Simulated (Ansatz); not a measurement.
These are frozen-core CCSD(T)/def2-TZVPP // PBE0-D3(BJ)/def2-TZVP in Ansatz (a first-principles code) values and carry that method's errors. The restricted HF reference is unstable towards unrestricted orbitals.

Ansatz 0.2 input:
```yaml
crystal:
  periodic: [false, false, false]
  atoms:
    - { symbol: C, position_ang: [1.984079, -0.497354, -0.453328] }
    - { symbol: Si, position_ang: [1.051022, 0.717791, 0.282138] }
    - { symbol: C, position_ang: [-0.808109, 0.671372, 0.445794] }
    - { symbol: C, position_ang: [-1.443437, -0.592367, -0.123134] }
    - { symbol: H, position_ang: [3.06309, -0.423341, -0.523806] }
    - { symbol: H, position_ang: [1.549433, -1.393235, -0.88144] }
    - { symbol: H, position_ang: [1.691465, 1.927025, 0.853905] }
    - { symbol: H, position_ang: [-1.211054, 1.564646, -0.045422] }
    - { symbol: H, position_ang: [-1.055398, 0.788012, 1.507243] }
    - { symbol: H, position_ang: [-1.222858, -0.702487, -1.186982] }
    - { symbol: H, position_ang: [-1.068673, -1.485584, 0.381122] }
    - { symbol: H, position_ang: [-2.529556, -0.574479, -0.007717] }
basis:
  gaussian: { orbitals: def2-TZVPP }
correlation:
  method: ccsd_t
```

Output:

```
Functional definition: HF
1411 factors; integrals over basis functions are off by at most 1.1e-3 eV
mean field evaluation 1: about -11075.6161 eV, gradient 4.1e1 eV
mean field evaluation 2: about -11075.7920 eV, gradient 4.1e1 eV
mean field evaluation 4: about -11080.2471 eV, gradient 4.0e0 eV
mean field evaluation 8: about -11080.3289 eV, gradient 3.8e-1 eV
mean field evaluation 16: about -11080.3303 eV, gradient 1.0e-6 eV
mean field -11080.33033037 eV, -407.1946291234 hartree, gradient 1.0e-6 eV, S^2 0.000000; 0 other end points of the search recorded, 0 dependent functions left out; unrestricted orbitals would lower it
8 core orbitals not correlated
reference -11080.33033037 eV, -407.1946291234 hartree; 12, 12 occupied and 227, 227 virtual orbitals, 1411 factors
second order -17.55191114 eV of doubles, -0.00000000 eV of singles
cycle   1  -18.32567642 eV  change   -7.7e-1 eV  update   9.1e-2
cycle   2  -18.80389896 eV  change   -4.8e-1 eV  update   2.9e-2
cycle   3  -18.88776887 eV  change   -8.4e-2 eV  update   1.3e-2
cycle   4  -18.88250228 eV  change    5.3e-3 eV  update   4.0e-3
cycle   5  -18.88262770 eV  change   -1.3e-4 eV  update   1.7e-3
cycle   6  -18.88256386 eV  change    6.4e-5 eV  update   5.6e-4
cycle   7  -18.88256371 eV  change    1.5e-7 eV  update   2.2e-4
cycle   8  -18.88262209 eV  change   -5.8e-5 eV  update   7.2e-5
cycle   9  -18.88261304 eV  change    9.1e-6 eV  update   2.1e-5
perturbative correction -0.80311482 eV, -0.0295139254 hartree
Total energy: -11100.01605823 eV, -407.9180662788 hartree
```

Cost: very roughly 6 core-minutes.
